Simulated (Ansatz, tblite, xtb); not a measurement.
## CH4ClFOSn (SMILES C[O][SnH]([F])[Cl]): methods side by side

CH4ClFOSn has 9 atoms, charge 0, and is taken as a singlet. SMILES: `C[O][SnH]([F])[Cl]`. The shape is that of a PBE0-D4/def2-TZVP optimisation. This is one conformer, not always the lowest.

```csv
atom,x (Å),y (Å),z (Å)
C,0.6460,0.9823,0.9143
O,0.9193,-0.2547,0.2824
Sn,-0.3877,-1.1149,-0.8490
F,-1.8991,-1.4835,0.2586
Cl,-1.1718,0.4203,-2.3790
H,1.5613,1.2993,1.4190
H,-0.1484,0.8892,1.6621
H,0.3634,1.7588,0.1949
H,0.2054,-2.5431,-1.5204
```

Quantity: the dipole moment, in D. The values are calculated.

```csv
level,kind,program,value (D),CPU time
GFN1-xTB,semi-empirical,tblite,2.44,under 2 s
IPEA1-xTB,semi-empirical,tblite,2.80,under 2 s
GFN2-xTB,semi-empirical,xtb,1.99,under 2 s
GFN0-xTB,semi-empirical,xtb,2.39,under 2 s
HF/STO-3G,Hartree–Fock,Ansatz,2.32,10 s
HF/3-21G,Hartree–Fock,Ansatz,2.00,14 s
HF/def2-SVP (core potential),Hartree–Fock,Ansatz,1.78,24 s
B3LYP/STO-3G,global hybrid,Ansatz,2.27,19 s
PBE0/def2-SVP (core potential),global hybrid,Ansatz,1.61,36 s
B3LYP/def2-SVPD (core potential),global hybrid,Ansatz,1.75,77 s
```

All-electron rows without a relativistic Hamiltonian named are non-relativistic, while core potentials hold scalar relativity, so basis and relativity change together. The values span 1.61 to 2.80 D. Sets without polarisation functions give poor dipoles. Without the sets that lack polarisation functions the rows with a basis span only 1.61 to 1.78 D. Times are those of the runs behind each value, whatever else they computed, on shared processors of several kinds: orders of magnitude only.
